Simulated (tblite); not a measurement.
C3H13NSi4.
Atom-mapped SMILES: `[CH3:1][SiH2:2][C:3]#[C:4][SiH2:5][N:6]([SiH3:7])[SiH3:8]` (hydrogens: H9, H10, H11 on C1; H12, H13 on Si2; H14, H15 on Si5; H16, H17, H18 on Si7; H19, H20, H21 on Si8)

Computed with GFN2-xTB (tblite), gas phase: L-BFGS steps from a force-field or distance-geometry start until the largest atomic force falls under 0.01 eV/Å.

Step 53: E = -622.8935 eV
```
atom  x, y, z in Å  |  force x, y, z in eV/Å
C1      4.2056   -1.0722   -0.4640   -0.015   0.038  -0.004
Si2     3.3647   -0.1257    0.9571    0.067  -0.036  -0.074
C3      1.6790    0.3942    0.3929    0.008   0.033   0.012
C4      0.6045    0.8008    0.0084    0.050  -0.027  -0.002
Si5    -1.0150    1.4408   -0.6191    0.007  -0.011  -0.031
N6     -2.3014    0.3725   -0.1050    0.022   0.040  -0.010
Si7    -3.6347    0.9159    0.8740   -0.009   0.016  -0.068
Si8    -2.3057   -1.2891   -0.6333    0.003   0.055   0.007
H9      4.2815   -0.4503   -1.3530   -0.014  -0.010   0.013
H10     3.6423   -1.9624   -0.7374    0.058   0.035   0.037
H11     5.2153   -1.3775   -0.1954   -0.084  -0.019   0.003
H12     3.2608   -0.9859    2.1432   -0.028   0.009   0.002
H13     4.1249    1.0970    1.2616   -0.005  -0.028   0.017
H14    -0.9722    1.4766   -2.0894   -0.018   0.004   0.032
H15    -1.2448    2.7645   -0.0350   -0.017  -0.024  -0.025
H16    -3.5317    0.2987    2.1947   -0.014  -0.025   0.062
H17    -4.8821    0.5260    0.2135   -0.029  -0.011   0.013
H18    -3.5566    2.3711    0.9697   -0.004   0.008   0.021
H19    -0.9336   -1.6464   -0.9803    0.005  -0.020  -0.004
H20    -3.1883   -1.4190   -1.7977    0.002  -0.003  -0.025
H21    -2.8213   -2.1129    0.4584    0.015  -0.023   0.024
```

Step 54: E = -622.8951 eV
```
atom  x, y, z in Å  |  force x, y, z in eV/Å
C1      4.1978   -1.0742   -0.4635   -0.018   0.035   0.006
Si2     3.3523   -0.1324    0.9584    0.097  -0.034  -0.085
C3      1.6762    0.4019    0.3847   -0.016   0.034  -0.002
C4      0.6063    0.8112   -0.0092    0.046  -0.027   0.009
Si5    -1.0165    1.4472   -0.6295   -0.031  -0.022  -0.040
N6     -2.2957    0.3741   -0.1036    0.017   0.043  -0.002
Si7    -3.6286    0.9138    0.8798   -0.005   0.020  -0.102
Si8    -2.2904   -1.2893   -0.6299    0.005   0.086   0.019
H9      4.2669   -0.4500   -1.3522   -0.009  -0.035   0.029
H10     3.6407   -1.9696   -0.7343    0.060   0.051   0.029
H11     5.2098   -1.3730   -0.1949   -0.088  -0.011  -0.007
H12     3.2306   -0.9926    2.1411   -0.025  -0.014   0.016
H13     4.1186    1.0823    1.2749    0.005  -0.012   0.020
H14    -0.9873    1.4815   -2.0999   -0.012  -0.001   0.026
H15    -1.2460    2.7728   -0.0515   -0.023  -0.014  -0.010
H16    -3.5282    0.2906    2.1973   -0.007  -0.032   0.069
H17    -4.8783    0.5293    0.2183   -0.013  -0.010   0.017
H18    -3.5521    2.3692    0.9843    0.003  -0.005   0.017
H19    -0.9148   -1.6355   -0.9753    0.001  -0.025  -0.007
H20    -3.1719   -1.4249   -1.7947    0.002  -0.007  -0.023
H21    -2.7984   -2.1155    0.4634    0.011  -0.021   0.022
```

Step 55: E = -622.8968 eV
```
atom  x, y, z in Å  |  force x, y, z in eV/Å
C1      4.1885   -1.0759   -0.4628   -0.015   0.019   0.010
Si2     3.3396   -0.1402    0.9589    0.085  -0.014  -0.055
C3      1.6738    0.4119    0.3750   -0.022   0.027  -0.013
C4      0.6090    0.8235   -0.0297    0.028  -0.023   0.016
Si5    -1.0186    1.4542   -0.6417   -0.048  -0.024  -0.034
N6     -2.2883    0.3760   -0.1009    0.008   0.040   0.006
Si7    -3.6214    0.9115    0.8856   -0.006   0.017  -0.092
Si8    -2.2724   -1.2886   -0.6255    0.004   0.090   0.025
H9      4.2501   -0.4505   -1.3512   -0.001  -0.047   0.026
H10     3.6400   -1.9769   -0.7300    0.036   0.046   0.010
H11     5.2017   -1.3684   -0.1945   -0.059  -0.001  -0.011
H12     3.1958   -1.0008    2.1383   -0.018  -0.027   0.014
H13     4.1117    1.0654    1.2912    0.017   0.004   0.021
H14    -1.0058    1.4869   -2.1113   -0.004  -0.009   0.006
H15    -1.2486    2.7818   -0.0711   -0.027  -0.003   0.007
H16    -3.5262    0.2825    2.2022    0.000  -0.028   0.044
H17    -4.8737    0.5333    0.2237   -0.001  -0.011   0.016
H18    -3.5462    2.3667    1.0007    0.012  -0.015   0.010
H19    -0.8938   -1.6248   -0.9708   -0.007  -0.026  -0.007
H20    -3.1525   -1.4300   -1.7911    0.005  -0.008  -0.015
H21    -2.7716   -2.1204    0.4685    0.010  -0.008   0.013
```

Step 56: E = -622.8977 eV
```
atom  x, y, z in Å  |  force x, y, z in eV/Å
C1      4.1824   -1.0765   -0.4620   -0.005   0.002   0.008
Si2     3.3327   -0.1451    0.9585    0.040   0.010  -0.007
C3      1.6724    0.4188    0.3686   -0.004   0.015  -0.012
C4      0.6107    0.8315   -0.0423    0.002  -0.014   0.013
Si5    -1.0206    1.4583   -0.6498   -0.028  -0.011  -0.017
N6     -2.2831    0.3776   -0.0986   -0.001   0.030   0.011
Si7    -3.6167    0.9100    0.8884   -0.010   0.008  -0.042
Si8    -2.2607   -1.2869   -0.6218    0.000   0.060   0.019
H9      4.2396   -0.4521   -1.3504    0.006  -0.036   0.005
H10     3.6402   -1.9806   -0.7268    0.002   0.021  -0.005
H11     5.1956   -1.3658   -0.1945   -0.015   0.003  -0.005
H12     3.1741   -1.0069    2.1361   -0.012  -0.026  -0.001
H13     4.1073    1.0550    1.3023    0.026   0.012   0.020
H14    -1.0182    1.4903   -2.1183    0.001  -0.014  -0.014
H15    -1.2517    2.7873   -0.0834   -0.028   0.001   0.015
H16    -3.5259    0.2780    2.2065    0.005  -0.016   0.003
H17    -4.8703    0.5358    0.2269   -0.001  -0.014   0.010
H18    -3.5415    2.3646    1.0105    0.016  -0.013   0.006
H19    -0.8812   -1.6198   -0.9689   -0.014  -0.020  -0.004
H20    -3.1397   -1.4322   -1.7885    0.008  -0.007  -0.005
H21    -2.7544   -2.1245    0.4713    0.012   0.009   0.004
```

**Question.** Estimate the geometry and energy of step 57. (The exact step hangs on the optimiser's Hessian estimate; all steps are aligned on step 56, rigid shifts and turns removed.)

**Answer.** E = -622.8981 eV, largest force 0.037 eV/Å
```
atom  x, y, z in Å  |  force x, y, z in eV/Å
C1      4.1803   -1.0766   -0.4615    0.001  -0.005   0.004
Si2     3.3308   -0.1465    0.9582    0.007   0.020   0.018
C3      1.6715    0.4207    0.3664    0.009   0.009  -0.009
C4      0.6106    0.8342   -0.0458   -0.009  -0.008   0.008
Si5    -1.0219    1.4601   -0.6530   -0.002   0.003  -0.006
N6     -2.2813    0.3790   -0.0982   -0.006   0.020   0.011
Si7    -3.6151    0.9095    0.8886   -0.013   0.001  -0.002
Si8    -2.2566   -1.2853   -0.6201   -0.003   0.029   0.009
H9      4.2364   -0.4536   -1.3501    0.008  -0.020  -0.010
H10     3.6404   -1.9815   -0.7257   -0.016   0.003  -0.009
H11     5.1931   -1.3650   -0.1945    0.009   0.002   0.001
H12     3.1677   -1.0100    2.1350   -0.009  -0.018  -0.012
H13     4.1051    1.0525    1.3062    0.029   0.012   0.019
H14    -1.0220    1.4919   -2.1210    0.001  -0.016  -0.022
H15    -1.2541    2.7892   -0.0870   -0.026  -0.002   0.014
H16    -3.5251    0.2762    2.2079    0.005  -0.007  -0.022
H17    -4.8688    0.5366    0.2279   -0.007  -0.017   0.004
H18    -3.5389    2.3635    1.0137    0.015  -0.006   0.005
H19    -0.8774   -1.6192   -0.9684   -0.016  -0.014  -0.001
H20    -3.1350   -1.4332   -1.7875    0.010  -0.004   0.001
H21    -2.7485   -2.1255    0.4725    0.013   0.018   0.000
```

The energy changes by -0.0003 eV. The first-order estimate −F·Δx gives -0.0005 eV and the mean of the old and new forces, exact on a quadratic surface, -0.0003 eV. The step makes an angle of 78° with the force vector and moves no atom by more than 0.007 Å.

What follows is the cost of the whole relaxation. Time: 1.1 s wall. Hardware: Arm Neoverse V2, one thread, shared host with 96 logical CPUs at a one-minute load of 84.
